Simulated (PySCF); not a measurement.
C7H9F3S.
Atom-mapped SMILES: `[F:1][CH2:2][C:3]1=[C:4]([CH:5]([F:6])[F:7])[S:8][CH2:9][CH2:10][CH2:11]1`

Geometry (GFN2-xTB, Å), atoms numbered from 1 in this order:
```xyz
20
C7H9F3S angstrom
F      0.9798    2.7856    0.2820
C      1.3724    1.5266    0.6615
C      0.3585    0.4978    0.2258
C      0.6904   -0.7959    0.1552
C      2.0508   -1.3139    0.5274
F      2.4301   -0.8935    1.7632
F      3.0143   -0.8629   -0.3199
S     -0.3682   -2.1056   -0.3636
C     -1.7682   -1.1438   -1.0183
C     -2.1062   -0.0050   -0.0756
C     -1.0052    1.0474   -0.0779
H      1.4670    1.5432    1.7547
H      2.3553    1.3584    0.2134
H      2.0883   -2.4129    0.5196
H     -1.4894   -0.7793   -2.0068
H     -2.5879   -1.8547   -1.1110
H     -3.0464    0.4544   -0.3866
H     -2.2396   -0.4020    0.9327
H     -0.9665    1.5475   -1.0512
H     -1.2344    1.8194    0.6602
```

Definitions: NICS(0) = −σiso at the ring centroid; NICS(1) = −σiso and NICS(1)zz = −σzz at ±1 Å along the ring normal z. Level: GIAO PBE0/pcSseg-1 (PySCF, non-relativistic, gas phase) on the GFN2-xTB geometry, one conformer.

Ring bond lengths (Å), with Mayer bond orders in brackets: C3–C4 1.337 (1.63), C4–S8 1.762 (1.08), S8–C9 1.820 (0.99), C9–C10 1.517 (1.01), C10–C11 1.523 (1.06), C11–C3 1.501 (1.05).

Problem. What do the NICS probes read (ppm)?

Solution. 
```tsv
ring	type	NICS(0)	NICS(1), two faces	NICS(1)zz, two faces	rms pucker (Å)	centre to ring atoms, mean (Å)
C3–C4–S8–C9–C10–C11	6-membered ring with S; formal bonds 1 double, 5 single	-2.6	-2.2 / -1.9	3.2 / 2.8	0.23	1.53
```

Problem. What can be read from them?

Solution. 
- C3–C4–S8–C9–C10–C11: mean NICS(1)zz 3.0 ppm, near zero. C9, C10, C11 have four or more neighbours; no verdict on aromaticity is drawn.

Problem. At the first NICS(1) probe listed for ring C3–C4–S8–C9–C10–C11, 1 Å off the ring, what do the in-plane components average?

Solution. The isotropic value is a third of the trace: (3 × -2.2 − (3.2))/2 = -4.9 ppm.

Problem. Give the inner angles of the rings and the Hirshfeld charges of the ring atoms.

Solution. 
- C3–C4–S8–C9–C10–C11: C3 124.7° (-0.010 e), C4 125.8° (-0.063 e), S8 100.1° (+0.021 e), C9 110.2° (-0.064 e), C10 110.9° (-0.069 e), C11 113.8° (-0.073 e); sum 685.4° against 720° for a flat convex ring.
